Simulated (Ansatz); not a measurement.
`[NH2][GeH2][S]CF`, relaxed with RKS PBE0-D4/def2-TZVP in the Gaussian-basis code of Ansatz from a PBE-D4/def2-SVP geometry. The force threshold is 0.005 eV/Å; the program also tests the step.

The species carries charge 0 and has multiplicity 1.

Start:

```xyz
11

N    -1.101   -1.609    0.703
Ge    0.617   -0.929    0.689
S     0.775    1.340    0.750
C     0.227    1.618   -0.967
F    -1.050    1.132   -1.210
H    -1.588   -1.402    1.585
H    -1.660   -1.185   -0.051
H     1.273   -1.375   -0.645
H     1.348   -1.436    1.955
H     0.924    1.127   -1.682
H     0.235    2.718   -1.127
```

```tsv
step	energy (eV)	largest force (eV/Å)	largest move (Å)
1	-72682.3360	0.629	0.000
2	-72682.3808	0.245	0.058
3	-72682.3866	0.129	0.063
4	-72682.3901	0.071	0.023
5 (rejected)	-72682.3900	0.088	0.033
6	-72682.3911	0.022	0.016
7	-72682.3914	0.011	0.020
8	-72682.3914	0.008	0.011
9	-72682.3915	0.003	0.006
```

End:

```xyz
11

N    -1.081   -1.624    0.723
Ge    0.604   -0.914    0.687
S     0.709    1.327    0.738
C     0.241    1.633   -0.968
F    -1.070    1.286   -1.229
H    -1.573   -1.455    1.590
H    -1.663   -1.293   -0.037
H     1.254   -1.337   -0.640
H     1.351   -1.392    1.937
H     0.873    1.065   -1.655
H     0.355    2.703   -1.147
```

Run time 20 s (2 threads of an AMD EPYC 7R13 on a shared host and a share of an NVIDIA H100 80 GB); peak host memory 0.93 GiB.
